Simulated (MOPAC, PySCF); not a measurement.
Stepwise substitution at one centre (Ge Cl-OH). Gas-phase values, no solvent. One relaxed conformer stands for each flexible species; it need not be the lowest. Strings in code marks are SMILES.

Quantity: redistribution energy (mixed species minus the weighted end members), in kJ/mol. Semi-empirical values (MOPAC) are differences of heats of formation.

Level 1: B3LYP/3-21G // PBE-D3(BJ)/def2-TZVP (PySCF)
Level 2: B3LYP/LANL2DZ // PBE-D3(BJ)/def2-TZVP (PySCF)
Level 3: frozen-core MP2/6-31G* // PBE-D3(BJ)/def2-TZVP (PySCF)
Level 4: AM1 // PBE-D3(BJ)/def2-TZVP (MOPAC)

```
species                                                                                               level 2  level 3  level 4
----------------------------------------------------------------------------------------------------  -------  -------  -------
2 of 4 Cl replaced by OH: `[OH][Ge]([Cl])([Cl])[OH]` (H–O–Ge–Cl torsion 50°, Cl–Ge–O–H torsion 171°)     6.30    -3.75     0.63
3 of 4 Cl replaced by OH: `[OH][Ge]([OH])([OH])[Cl]`                                                     2.70    -0.18    12.04
1 of 4 Cl replaced by OH: `[Cl][Ge]([Cl])([OH])[Cl]`                                                     2.37    -2.76    -0.07
```

Q: What does level 1 give for each, and how far do the other levels lie from it on average?

A: 
- 2 of 4 Cl replaced by OH: `[OH][Ge]([Cl])([Cl])[OH]` (H–O–Ge–Cl torsion 50°, Cl–Ge–O–H torsion 171°): -19.00
- 3 of 4 Cl replaced by OH: `[OH][Ge]([OH])([OH])[Cl]`: -16.30
- 1 of 4 Cl replaced by OH: `[Cl][Ge]([Cl])([OH])[Cl]`: -14.49
Mean absolute difference from level 1, which has limits of its own, over these rows (drawn at random from the members that have all these levels): level 2 20.38 kJ/mol, level 3 14.36 kJ/mol, level 4 20.80 kJ/mol.
